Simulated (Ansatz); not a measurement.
tellurium atom (Te), triplet (core potentials on Te); SC-NEVPT2/def2-SVP, CASSCF(4,6) run with Ansatz (a first-principles code).

Ansatz was given this input:
Ansatz 0.2 input:
```yaml
crystal:
  periodic: [false, false, false]
  atoms:
    - {symbol: Te, position_ang: [0.00000000, 0.00000000, 0.00000000]}
basis:
  gaussian:
    orbitals: def2-SVP
correlation: {method: sc_nevpt2, electrons: all, active_space: {window: {electrons: 4, orbitals: 6}}}
magnetization: {spin_polarized: false, initial_magnetization: 2}
```

Task: What does Ansatz print? Leave out banner, timings and long lists.

Result: 
```
Functional definition: HF
144 factors; integrals over basis functions are off by at most 2.4e-4 eV
mean field evaluation 1: about -7265.1728 eV, gradient 3.2e0 eV
mean field evaluation 2: about -7265.1728 eV, gradient 3.2e0 eV
mean field evaluation 4: about -7265.2568 eV, gradient 2.2e-1 eV
mean field evaluation 8: about -7265.2572 eV, gradient 3.0e-6 eV
mean field evaluation 16: about -7265.2572 eV, gradient 3.4e-7 eV
mean field evaluation 32: about -7265.2572 eV, gradient 5.5e-4 eV
mean field -7265.25716557 eV, -266.9932762664 hartree, gradient 3.9e-6 eV, S^2 2.000000; 3 other end points of the search recorded, 0 dependent functions left out
reference -7265.25716557 eV, -266.9932762664 hartree; 13, 11 occupied and 13, 15 virtual orbitals, 144 factors
state -7265.89144158 eV, -267.0165854798 hartree
state -7265.89144158 eV, -267.0165854798 hartree; corrected -7267.95211689 eV, -267.0923139009 hartree
state -7265.79903742 eV, -267.0131896897 hartree
state -7265.79903742 eV, -267.0131896897 hartree; corrected -7267.91172794 eV, -267.0908296344 hartree
state -7265.89144158 eV, -267.0165854798 hartree; corrected -7267.95211689 eV, -267.0923139009 hartree
the orbitals are reached from a further start. From the first start the search ends at -7265.79901515 eV, -267.0131888712 hartree
Total energy: -7267.95211689 eV, -267.0923139009 hartree
```
